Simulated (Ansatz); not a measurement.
```yaml
atoms:
  - { symbol: O, position_ang: [0.0357, 0.0006, -0.5591] }
  - { symbol: O, position_ang: [-0.0085, -0.0486, 0.5857] }
```

Basis set: 6-31G (spherical functions). Frozen core: 2 orbitals. Charge 0, multiplicity 3.

Computed with Ansatz (development build ahead of 0.2.0); each method stands on the lowest determinant of its kind that the runs found.

The atomization energy at this shape (free ground-state atoms in the same class of orbitals less the molecule, no zero-point energy) of triplet O₂:

| method | atomization energy |
| --- | --- |
| UHF | -0.52 eV |

Problem. What does UHF-MP2 give?

Solution. 2.80 eV.

This basis has no polarisation functions and is too small for such energies, which can lie far from measured ones in either direction.
